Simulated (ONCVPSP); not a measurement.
## Varying the ONCV potential for Ca (Z = 20)

Base potential:

calcium (Ca), optimised norm-conserving Vanderbilt (ONCV), made with ONCVPSP 4.0.1 (BLYP, scalar-relativistic). Core [Ne], reference 3s2 3p6 4s1.5 (charge +0.5). Waves: 3s+4s: rc 2.25 bohr, ncon 4, nbas 7, qcut 6.4 1/bohr, 2 projectors; 3p: rc 1.30 bohr, ncon 5, nbas 9, qcut 6.4 1/bohr, 2 projectors, debl 1.3 Ha; d scattering state at 0.06 Ha: rc 2.10 bohr, ncon 4, nbas 8, qcut 5.3 1/bohr, 2 projectors, debl 4 Ha; f scattering state at 0.32 Ha: rc 1.80 bohr, ncon 3, nbas 7, qcut 5.5 1/bohr, 3 projectors, debl 2.8 Ha. Local part: polynomial inside 1.20 bohr (lpopt 5, dvloc0 4 Ha). Core correction: Teter function fitted to the true core (icmod 2), fcfact 0.7.

In the d channel the program set the typed energies aside and used -0.179, 3.821 Ha.

Cutoffs, loose and tight: the cutoffs (Ha) at which the residual kinetic energy of the hardest occupied pseudo-wave falls to 1 and 0.1 mHa per electron. They do not see the model core or the augmentation charge, which bear on the density cutoff. Test errors are all-electron minus pseudo excitation energies from the reference, over the configurations 3s2 3p6 4s2; 3s2 3p6 4s1; 3s2 3p6 4s0; 3s2 3p6 3d0.5 4s1.5. A dash means not determined; rows that change the core or the reference have their own tests. The largest error is taken over the tests solved by every variant that gives reliable tests at all: 3s2 3p6 4s0; 3s2 3p6 4s1; 3s2 3p6 4s2.

For the base: The cutoffs count occupied waves only; projector 2 of the d channel, the hardest unoccupied one, needs 68 Ha at the loose tolerance.

```tsv
change	outcome	cutoff, loose	cutoff, tight	bound ghosts	GHOST(+) flags above zero	largest test error (meV)
base	generated, projector energies reset by the program	15 Ha	119 Ha	none	none	-2.7
all radii but the core radius scaled by about 0.78 (s 1.76, p 1.02, d 1.64, f 1.42 bohr); local potential polynomial inside 0.94 bohr (lpopt 5, dvloc0 4 Ha)	generated, projector energies reset by the program	26 Ha	91 Ha	none	p	-1.7
all radii but the core radius scaled by about 0.85 (s 1.92, p 1.10, d 1.78, f 1.54 bohr); local potential polynomial inside 1.02 bohr (lpopt 5, dvloc0 4 Ha)	generated, projector energies reset by the program	27 Ha	156 Ha	none	f	-2.2
all radii but the core radius scaled by about 0.89 (s 2.00, p 1.16, d 1.86, f 1.60 bohr); local potential polynomial inside 1.06 bohr (lpopt 5, dvloc0 4 Ha)	generated, projector energies reset by the program	26 Ha	155 Ha	none	f	-2.3
all radii but the core radius scaled by about 1.07 (s 2.42, p 1.40, d 2.26, f 1.92 bohr); local potential polynomial inside 1.28 bohr (lpopt 5, dvloc0 4 Ha)	generated, projector energies reset by the program	14 Ha	65 Ha	none	none	-2.9
all radii but the core radius scaled by about 1.15 (s 2.58, p 1.50, d 2.40, f 2.06 bohr); local potential polynomial inside 1.38 bohr (lpopt 5, dvloc0 4 Ha)	generated, projector energies reset by the program	14 Ha	18 Ha	none	none	-3.0
all radii but the core radius scaled by about 1.21 (s 2.72, p 1.56, d 2.54, f 2.18 bohr); local potential polynomial inside 1.44 bohr (lpopt 5, dvloc0 4 Ha)	generated, projector energies reset by the program	14 Ha	17 Ha	none	none	-3.0
all radii but the core radius scaled by about 1.27 (s 2.86, p 1.66, d 2.68, f 2.28 bohr); local potential polynomial inside 1.52 bohr (lpopt 5, dvloc0 4 Ha)	generated, projector energies reset by the program	14 Ha	17 Ha	none	none	-3.2
all radii but the core radius scaled by about 1.31 (s 2.96, p 1.70, d 2.76, f 2.36 bohr); local potential polynomial inside 1.58 bohr (lpopt 5, dvloc0 4 Ha)	generated, projector energies reset by the program	14 Ha	17 Ha	none	none	-3.4
```

Reading the sweep of the scale of all radii but the core radius (base = 1) (base included, trends over the rows without a ghost): The loose cutoff is not monotonic: lowest 14 Ha at 1.15, highest 27 Ha at 0.85.
